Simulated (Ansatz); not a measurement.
`O/C=C/[SiH2]O` + `FC[SiH]([SiH3])Cl` → `O/C=C/[SiH2][SiH3]` + `O[SiH](Cl)CF`  (redistribution)

Program: Ansatz. Geometries: PBE0-D4/def2-TZVP. ΔE: electronic, gas phase. CCSD(T)/CBS adds triple-zeta CCSD(T) − MP2 to the extrapolated MP2 energy (def2 sets, frozen cores). Double bonds are as drawn, so ΔE can hold a change between cis and trans. DFT in def2-TZVPP. B3LYP here is the variant with VWN-RPA as its local correlation; programs differ in this. Each species was taken in one conformer, which may not be the lowest.

Problem. Is it downhill or uphill in electronic energy at CCSD(T)/CBS, and by how much? (Best estimate.)

Solution. The calculation gave: Downhill: ΔE = -10.0 kJ/mol.

Problem. What do these levels give: PBE-D4, B3LYP-D4, ωB97X-V, ωB97M-V, B2PLYP, HF/def2-TZVPP, SCS-MP2/def2-TZVPP, MP2/def2-QZVPP, SCS-MP2/def2-QZVPP, HF/CBS(def2), MP2/CBS(def2), CCSD/CBS(def2)? (An estimate is asked.)

Solution. Ansatz gave: PBE-D4 -11.1, B3LYP-D4 -9.3, ωB97X-V -9.7, ωB97M-V -10.3, B2PLYP -9.7, HF/def2-TZVPP -7.0, SCS-MP2/def2-TZVPP -8.8, MP2/def2-QZVPP -9.7, SCS-MP2/def2-QZVPP -8.9, HF/CBS(def2) -7.6, MP2/CBS(def2) -9.4, CCSD/CBS(def2) -9.6 kJ/mol.

Largest T1 diagnostic among the species: 0.013.
